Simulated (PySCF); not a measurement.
NbF2, SMILES [F][Nb][F] (connectivity only; charge and spin as stated), neutral, multiplicity 4.

Coordinates come from a r2SCAN-D4/def2-TZVP optimisation. A frequency run showed that this geometry is not a minimum. The spin state was assumed, not searched. The def2 effective core potentials stand for the cores of Nb; spin–orbit coupling is left out.

Method: ωB97X/def2-TZVPD run with PySCF.

- total energy: -256.75563 hartree
- point group: D∞h
- α spin, highest occupied and lowest empty level: -7.84 and 0.64 eV
- β spin, highest occupied and lowest empty level: -13.96 and -0.26 eV
- dipole moment: 0.00 D
- mean static polarisability: 51.3 bohr³ (7.60 Å³)
- polarisability, principal values: 40.4, 56.7, 56.7 bohr³
- ⟨S²⟩: 3.753 (pure state 3.75)
